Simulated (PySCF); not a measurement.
# Diatomic cations of Sn with the third period

MP2 with double-zeta basis sets in PySCF, for the lowest determinant that a PBE0 search found; no spin–orbit coupling. De refers to high-spin ground-configuration atoms (the charge goes to the atom of lower measured ionisation energy or higher electron affinity, which is not always the lowest computed limit).

```
 M       basis  reference, frozen orbitals  charged atom  state (unpaired electrons)  Re (Å)  ωe (cm⁻¹)  De (eV)
Na    def2-SVP                      UHF, 5           Na+          triplet (σ ↑, π ↑)   3.458        107     0.50
Mg  x2c-SVPall                     UHF, 19           Sn+               doublet (π ↑)   2.988        195     1.53
Al  x2c-SVPall                     UHF, 23           Al+          triplet (σ ↑, π ↑)   3.088        139     0.84
Si  x2c-SVPall                     UHF, 23           Sn+         quartet (σ ↑, π ↑↑)   2.537        332     2.34
 S    def2-SVP                      UHF, 9           Sn+               doublet (π ↑)   2.390        397     2.60
Cl    def2-SVP                      RHF, 9           Sn+      singlet (closed shell)   2.287        441     3.85
```

The shortest bond is that of SnCl⁺ (2.287 Å), the longest that of NaSn⁺ (3.458 Å). SnCl⁺ is bound most strongly (3.85 eV) and NaSn⁺ least (0.50 eV).

The rows differ in basis set, which adds steps of its own.

The state changes along the series, so neighbouring rows are not always alike in their bonding.

Correlated steps freeze the inner cores (5 to 23 orbitals); shallow outer-core shells are correlated. Correlated levels converge slowly with the basis: in double zeta they bind strong bonds too weakly, by up to about 1 eV, and carry superposition errors of some tenths. These are scalar-relativistic numbers at best; spin–orbit coupling would shift them, the dissociation energy most. For an ion De counts to the pair picked by the measured ionisation energies or electron affinities, which need not be the lowest pair at this level. Where the molecule has an RHF reference, its open-shell atoms are computed with UHF. States were picked by a PBE0 search and need not be the measured ground states.
